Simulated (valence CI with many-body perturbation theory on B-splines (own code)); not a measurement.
Tc XXXIX: magnetic and hyperfine properties of the levels

Calculated by relativistic CI+MBPT: three valence electrons over a frozen Dirac-Fock core [He], a basis of 11 s, 11 p, 9 d, 7 f, 5 g, 2 h, 1 i functions for each j, with the one-electron correlation potential Σ1, the two-electron term Σ2, the three-electron term Σ3, Breit, model QED; selected CI, second order for the rest (own B-spline code, finite nucleus).

No measured spectrum was set against this ion. As an estimate, large intervals hold to a few tenths of a per cent, small ones and those within an open d or f shell to about a per cent.

A/g_I is the dipole constant over the nuclear g factor μ/I (μ in nuclear magnetons, uniformly magnetised nucleus), B/Q the quadrupole constant per barn. Both hold the static response of the core; the bare values leave it out. Large factors of s and p1/2 electrons are usually good to 5 to 10 %; those of open d and f shells near neutrality can be off by tens of per cent, and small factors of p3/2, d and f electrons come from cancelling terms and can be off by a factor of two or in sign, in half-filled shells by more. B is blank for J = 1/2, where it vanishes, and for nearly pure S terms. Energies count from the lowest level.

Levels are named by their leading jj configuration (3d3/2^4 stands for four electrons in 3d with j = 3/2), which in mixed levels can hold well under half, so a name can repeat and another be missing. Letters in brackets count levels of one name in rising energy.

```
                     Level  E (Ry)      g  A/g_I (MHz)  A/g_I bare  B/Q (MHz/b)  B/Q bare
        (2s^2 2p1/2) J=1/2    0.00  0.651       889000      882000                       
        (2s 2p1/2^2) J=1/2    8.47  2.345      2480000     2450000                       
        (2s^2 2p3/2) J=3/2    9.73  1.322       150000      155000       280000    281000
(2s 2p1/2 2p3/2) J=3/2 [a]   15.77  1.684       711000      707000       223000    224000
    (2s 2p1/2 2p3/2) J=5/2   17.54  1.406       802000      797000        89700     90000
(2s 2p1/2 2p3/2) J=3/2 [b]   20.44  0.932        -7640         609       227000    228000
    (2s 2p1/2 2p3/2) J=1/2   20.79  1.144      -605000     -587000                       
        (2s 2p3/2^2) J=5/2   26.90  1.371       691000      686000       190000    191000
     (2p1/2^2 2p3/2) J=3/2   29.93  1.430       119000      131000       231000    232000
        (2s 2p3/2^2) J=1/2   31.02  1.811      2700000     2660000                       
        (2s 2p3/2^2) J=3/2   31.10  1.217      -346000     -329000      -115000   -115000
     (2p1/2 2p3/2^2) J=3/2   38.04  1.401          650       12200        70100     70300
     (2p1/2 2p3/2^2) J=5/2   39.21  1.188       290000      295000        -1440     -1450
     (2p1/2 2p3/2^2) J=1/2   41.40  0.651       891000      880000                       
           (2p3/2^3) J=3/2   49.75  1.270       148000      156000      -299000   -300000
           (2s^2 3s) J=1/2  229.24  1.996       807000      796000                       
        (2s^2 3p1/2) J=1/2  232.32  0.669       253000      251000                       
        (2s^2 3p3/2) J=3/2  234.97  1.364       281000      279000        69100     69200
   (2s 2p1/2 3s) J=1/2 [a]  235.27  2.444      1600000     1570000                       
       (2s 2p1/2 3s) J=3/2  236.50  1.575      1200000     1190000       -74300    -74500
   (2s 2p1/2 3s) J=1/2 [b]  237.33  0.748      1280000     1260000                       
        (2s^2 3d3/2) J=3/2  237.69  0.806        85300       84400        15400     15600
(2s 2p1/2 3p1/2) J=1/2 [a]  237.89  0.244      -181000     -175000                       
        (2s^2 3d5/2) J=5/2  238.56  1.196        15700       15600        22000     22300
    (2s 2p1/2 3p1/2) J=3/2  238.95  1.158      1190000     1170000       -77900    -78100
(2s 2p1/2 3p1/2) J=1/2 [b]  240.34  2.096      2670000     2640000                       
(2s 2p1/2 3p3/2) J=3/2 [a]  241.26  1.422       169000      168000        72000     72100
    (2s 2p1/2 3p3/2) J=1/2  242.12  1.222      -987000     -971000                       
    (2s 2p1/2 3p3/2) J=5/2  242.29  1.361       719000      711000        -17.9     -49.0
(2s 2p1/2 3p3/2) J=3/2 [b]  242.55  1.239       394000      390000        76500     76600
(2s 2p1/2 3d3/2) J=3/2 [a]  243.10  0.535      -253000     -248000        24700     24900
    (2s 2p1/2 3d3/2) J=5/2  244.00  1.075       456000      450000       -24700    -24600
(2s 2p1/2 3d5/2) J=5/2 [a]  244.44  1.431       543000      536000        86000     86300
    (2s 2p1/2 3d3/2) J=1/2  244.91  0.367     -1090000    -1070000                       
(2s 2p1/2 3d3/2) J=3/2 [b]  244.92  1.284       491000      483000        45800     45900
       (2s 2p3/2 3s) J=5/2  245.11  1.483       656000      650000       193000    194000
    (2s 2p1/2 3d5/2) J=7/2  245.38  1.259       509000      502000       -67900    -67800
   (2s 2p3/2 3s) J=3/2 [a]  246.00  1.383       852000      846000       193000    194000
    (2s 2p1/2 3d5/2) J=3/2  246.11  1.019      -382000     -377000         6020      6190
(2s 2p1/2 3d5/2) J=5/2 [b]  246.19  1.049       103000      103000        77700     78100
```

**Question.** Take the isotope of mass number 99, with I = 9/2, μ = 5.678 μN and Q = -0.129 b. What is the hyperfine structure of (2s 2p1/2 2p3/2) J=3/2 [a]?

**Answer.** From the table A = 897000 MHz, B = -28800 MHz. Shifts from the centre of gravity in MHz: F = 3: -7410000, F = 4: -3810000, F = 5: 685000, F = 6: 6050000.
